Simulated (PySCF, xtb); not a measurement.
HgBr, SMILES [Hg+][Br], charge +1.

Harmonic wavenumbers (cm⁻¹) from GFN2-xTB (xtb) at its own minimum, in rising order: 216.

**Question.** What does PySCF with r2SCAN-D4/def2-TZVP give at its own minimum? (The exact figures need the calculation; the answer reports its results.)

**Answer.** 251. Paired by order, the mean absolute difference is 35 cm⁻¹ and the zero-point energies are 0.3 and 0.4 kcal/mol.
